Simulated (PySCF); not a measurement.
## O²⁺: ionisation energy

O²⁺ [He] 2s2 2p2 (3P) → O³⁺ [He] 2s2 2p1 (2P), as a difference of total energies. Computed with PySCF 2.14 in x2c-QZVPPall with one added diffuse shell each of s, p, d, f type (8s5p4d3f1g, 73 functions), with the spin-free X2C one-electron Hamiltonian (Gaussian nucleus). Correlated levels: valence and next inner shell: nothing frozen. The calculations carry no spin-orbit coupling.

```csv
method,ionisation energy (eV),plus first-order spin-orbit estimate,difference from reference of that sum (eV)
UHF,54.609,54.603,-0.333
MP2 (valence and next inner shell),55.075,55.070,+0.134
SCS-MP2 (valence and next inner shell),54.916,54.911,-0.025
CCSD (valence and next inner shell),54.866,54.861,-0.075
CCSD(T) (valence and next inner shell),54.875,54.869,-0.067
```

Reference: 54.936 eV (semi-empirical (NIST evaluation); NIST Atomic Spectra Database, ionization energies).

A first-order spin-orbit estimate (lowest level to lowest level, LS coupling) adds -0.005 eV.

Errors of the correlated levels include the incompleteness of this basis.
